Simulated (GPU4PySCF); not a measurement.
fluorene (C13H10), SMILES c1cc2Cc3ccccc3-c2cc1.

Geometry: B3LYP-D3(BJ)/def2-TZVP. One conformer was computed; it need not be the lowest.

Level of theory: ωB97M-V/def2-TZVPD (GPU4PySCF).

The molecule is in vacuum.

```json
{
 "total_energy": "-501.40118 hartree",
 "point_group": "C2v",
 "highest_occupied_level": "-8.22 eV",
 "lowest_empty_level": "0.86 eV",
 "orbital_gap": "9.08 eV",
 "dipole_moment": "0.54 D",
 "quadrupole, principal values (traceless, Buckingham form, about the centre of nuclear charge)": "-13.25, 4.70, 8.56 D·Å",
 "mean_static_polarisability": "151.9 bohr³ (22.50 Å³)",
 "polarisability_principal_values": "83.1, 155.2, 217.3 bohr³"
}
```
